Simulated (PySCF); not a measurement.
sulfur trioxide (O3S), SMILES O=S(=O)=O. Coordinates come from a ωB97X-D3(BJ)/def2-TZVP optimisation.

Computed equilibrium geometry at ωB97X-D3(BJ)/def2-TZVP (PySCF confirms it by a frequency run) as bond lengths and angles, and its point group:
point group D3h.
Atoms: O1 S2 O3 O4. Bonded distances (Å): O1–S2 1.419, S2–O3 1.419, S2–O4 1.419. Angles (°): O1–S2–O3 120.0, O1–S2–O4 120.0, O3–S2–O4 120.0.
